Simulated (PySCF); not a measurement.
SMILES CO[SiH2]O[SiH3] (CH₈O₂Si₂), CAM-B3LYP/def2-SVP optimised geometry.

```
13

Si    -0.46    -0.68     0.00
O     -1.02    -1.40     1.37
C     -0.61    -2.64     1.89
O     -0.93    -1.50    -1.35
Si    -2.08    -1.90    -2.48
H      1.03    -0.68     0.00
H     -1.03     0.68     0.00
H     -0.97    -2.73     2.93
H     -1.03    -3.48     1.31
H      0.49    -2.74     1.90
H     -2.79    -3.13    -2.05
H     -3.06    -0.80    -2.64
H     -1.40    -2.15    -3.78
```

Density from CAM-B3LYP/def2-TZVP (PySCF 2.14.0) at that geometry.

Minimum of the electron density along straight lines between bonded atoms, close to the bond critical point (lines longer than 1.1 times the sum of covalent radii, or with two minima, are not listed):

```
bond     length / Å  ρ at the minimum / e bohr⁻³  ∇²ρ there / e bohr⁻⁵  position (fraction from the first atom)
-------  ----------  ---------------------------  --------------------  ---------------------------------------
Si1–O2        1.648                        0.138                  0.81                                     0.41
O2–C3         1.404                        0.260                 -0.53                                     0.65
Si1–O4        1.649                        0.132                  0.80                                     0.41
O4–Si5        1.653                        0.131                  0.81                                     0.59
Si1–H6        1.486                        0.126                  0.12                                     0.49
Si1–H7        1.480                        0.127                  0.13                                     0.49
C3–H8         1.100                        0.281                 -0.99                                     0.65
C3–H9         1.104                        0.279                 -0.97                                     0.65
C3–H10        1.105                        0.277                 -0.96                                     0.65
Si5–H11       1.488                        0.124                  0.13                                     0.49
Si5–H12       1.490                        0.123                  0.13                                     0.49
Si5–H13       1.486                        0.124                  0.13                                     0.49
```
